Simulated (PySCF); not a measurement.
# Splitting trees

Atom-mapped SMILES (the numbers label the heavy atoms): `[CH3:1][O:2][CH2:3][CH2:4][O:5][CH2:6][F:7]`. Each H is labelled by its parent atom.

Computed data (PySCF 2.14): shielding tensors at PBE0/pcSseg-1 (GIAO), geometry from PBE0-D3(BJ)/def2-SVP, J couplings at B3LYP/pcJ-1 (spin–dipole term only in couplings to heteroatoms). No solvent model, equivalent nuclei averaged, non-relativistic, one computed conformer.

Shifts are taken against calculated references (same method and geometry level): ¹⁹F vs CFCl3; ¹H and ¹³C against TMS.

Spectrometer: 400 MHz for ¹H. First-order analysis; couplings under 1 Hz (under 4 Hz in carbon signals) are ignored, and nearly equal couplings are merged; the smaller ones broaden or split the lines further.

Task: What pattern does F7 show (¹⁹F)?

Result: A triplet of triplets at δ -172.0: 62.6 Hz to H(C6) (2 × ¹H, 2 bonds away), 3.0 Hz to H(C4) (2 × ¹H, 4 bonds away). Lines in Hz from the centre (relative intensity): +65.6 (1), +62.6 (2), +59.6 (1), +3.0 (2), +0.0 (4), -3.0 (2), -59.6 (1), -62.6 (2), -65.6 (1). The outer lines are 131.2 Hz apart, the sum of the couplings kept, or 0.349 ppm at this field.

Task: What pattern does H(C6) show (¹H)?

Result: A doublet at δ 5.24: 62.6 Hz to F7 (1 × ¹⁹F, 2 bonds away). Lines in Hz from the centre (relative intensity): +31.3 (1), -31.3 (1). The outer lines are 62.6 Hz apart, the sum of the couplings kept, or 0.157 ppm at this field.

Task: What pattern does H(C3) show (¹H)?

Result: A triplet at δ 3.33: 8.4 Hz to H(C4) (2 × ¹H, 3 bonds away). Lines in Hz from the centre (relative intensity): +8.4 (1), +0.0 (2), -8.4 (1). The outer lines are 16.8 Hz apart, the sum of the couplings kept, or 0.042 ppm at this field.

Task: What pattern does C6 show in the proton-coupled ¹³C spectrum?

Result: A doublet of triplets at δ 104.8: 284.5 Hz to F7 (1 × ¹⁹F, 1 bond away), 174.7 Hz to H(C6) (2 × ¹H, 1 bond away). Lines in Hz from the centre (relative intensity): +316.9 (1), +142.2 (2), +32.5 (1), -32.5 (1), -142.2 (2), -316.9 (1). The outer lines are 633.9 Hz apart, the sum of the couplings kept, or 6.302 ppm at this field.

Unscaled 3J(H,H) at this level run about 10 % above measured values. Vicinal H,H couplings across rotating CH2–CH2 and CH–CH2 bonds are estimated from the computed gauche and anti values for equal rotamer populations, (2 J gauche + J anti)/3.
